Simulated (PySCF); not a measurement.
**Ionising BeS**

RHF; basis Be jorge-DZP-DKH, S jorge-DZP-DKH; spin-free X2C with a Gaussian nucleus; PySCF 2.14. Neutral (RHF): singlet (closed shell), Re = 1.739 Å, ωe = 1057 cm⁻¹, De = 1.53 eV, HOMO -9.07 eV, LUMO -1.43 eV.

BeS⁺ (UHF): doublet (π ↑), Re = 1.849 Å, ωe = 879 cm⁻¹, De = 1.89 eV to Be⁺ + S. The energies at the minima are -413.20607 hartree for BeS and -412.92386 for BeS⁺.

(1) Work out the adiabatic ionisation energy, without and with harmonic zero-point energies (1 hartree = 27.2114 eV, 1 eV = 8065.5 cm⁻¹), and the change of the bond length.

For an ion De counts to the pair picked by the measured ionisation energies or electron affinities, which need not be the lowest pair at this level. Where the molecule has an RHF reference, its open-shell atoms are computed with UHF. Hartree–Fock leaves out correlation, which carries a large part of most bond energies and some tenths to 1 eV of ionisation energies. States were picked by a PBE0 search and need not be the measured ground states.

Neutral and ion stand on different kinds of reference determinant, which adds to the error of the difference.

Results:

(1) At HF: 0.28221 hartree = 7.679 eV between the minima; the zero-point term (879.0 − 1057.0)/2 cm⁻¹ = -0.011 eV makes it 7.668 eV. Re changes by +11.0 pm against the neutral. Minus the HOMO energy is 9.07 eV, +1.39 eV from the value between the minima; Hartree–Fock orbital energies leave out relaxation and correlation. The electron leaves a π orbital; in so polar a molecule the change of length follows mostly from the change of the ionic charges.
